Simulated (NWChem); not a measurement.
Molecule: arsine (AsH3); SMILES [AsH3]

Computed with NWChem. Geometry: optimised at PBE0-D3(BJ)/def2-TZVP. Ions are spin-unrestricted doublets at the neutral geometry; other ion states weren't tried.

### Question
Taking PBE/def2-QZVP as the yardstick, which of these has the fewest basis functions while keeping “vertical ionisation energy, ΔSCF (eV)” within 0.05 eV of it: PBE/pcseg-2; PBE/3-21G; PBE/aug-pcseg-1; PBE/def2-TZVPP; PBE/pcseg-1?

### Answer
PBE/pcseg-1.
| level | basis functions | vertical ionisation energy, ΔSCF (eV) | relative time (rough) |
|---|---|---|---|
| PBE/3-21G | 28 | 10.21 | 1 |
| PBE/pcseg-1 | 42 | 10.43 | 5 |
| PBE/aug-pcseg-1 | 63 | 10.40 | 5 |
| PBE/pcseg-2 | 85 | 10.40 | 10 |
| PBE/def2-TZVPP | 90 | 10.39 | 10 |
| PBE/def2-QZVP | 165 | 10.40 | 60 |

The yardstick is one finite set, not the basis-set limit.
